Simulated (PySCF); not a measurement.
Ir: interval between two levels

Ir [Xe] 4f14 5d7 6s2 [4F9/2, M_J = 9/2] → Ir [Xe] 4f14 5d6 6s2 6p1 [6F11/2, M_J = 11/2], as a difference of total energies. All numbers are calculated (PySCF 2.14, the two-component X2C-1e Hamiltonian, in x2c-SVPall-2c with one added diffuse shell each of s, d type (8s9p10d2f, 99 functions)). Correlated levels: [Kr] 4d10 4f14 frozen; the 22 highest virtual spinors dropped. "Screened" scales the spin-orbit matrix elements by Boettger's factors to mimic the two-electron term; Breit and QED terms are absent.

| method | interval between two levels (cm⁻¹) |
| --- | --- |
| GHF (spin-free) | 40316 |
| GMP2 (spin-free) | 47290 |
| GHF (screened spin-orbit) | 42024 |
| GMP2 (screened spin-orbit) | 48273 |

The labels give the starting determinants; with spin-orbit coupling the two ends relaxed to ⟨J²⟩ = 24.77, ⟨L²⟩ = 13.11, ⟨S²⟩ = 3.53 and ⟨J²⟩ = 35.98, ⟨L²⟩ = 14.10, ⟨S²⟩ = 7.82.
